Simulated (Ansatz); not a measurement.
Consider the formal exchange of groups at the Si–O bond: `C[NH][AlH][O][SiH3]` + `[BH]1[O][GeH2]1` → `[SiH3][B]1[O][GeH2]1` + `C[NH][AlH][OH]`.

Calculated with Ansatz (gas phase, PBE0-D4/def2-TZVP geometries, no zero-point term in ΔE). CBS: MP2 limit from def2 TZ/QZ plus the TZ coupled-cluster correction, frozen cores. Functionals use def2-TZVPP. For Ge outer-core shells are correlated without core-valence functions, which leaves a few kJ/mol of doubt a bond. Scalar relativity is left out up to krypton. Each species was taken in one conformer, which may not be the lowest.

```tsv
level	ΔE (kcal/mol)
PBE-D4	21.3
r2SCAN-D4	25.8
r2SCAN	25.7
SCS-MP2/def2-TZVPP	29.2
CCSD/def2-TZVPP	27.9
CCSD(T)/def2-TZVPP	26.8
HF/CBS(def2)	34.5
CCSD/CBS(def2)	28.0
```

What does CCSD(T)/CBS give? (Best estimate.)

Ansatz gave: +26.9 kcal/mol. The listed levels differ from it by -5.6, -1.1, -1.2, 2.3, 1.0, -0.1, 7.6, 1.1 kcal/mol.

Largest T1 diagnostic among the species: 0.017.

From PBE to PBE0 (25 % exact exchange), in def2-TZVPP and without D4, ΔE moves by +2.6 kcal/mol. In def2-TZVPP, CCSD(T) changes the Hartree–Fock value by −7.0 kcal/mol (the triples alone add −1.2 kcal/mol) and MP2 by −5.7 kcal/mol.
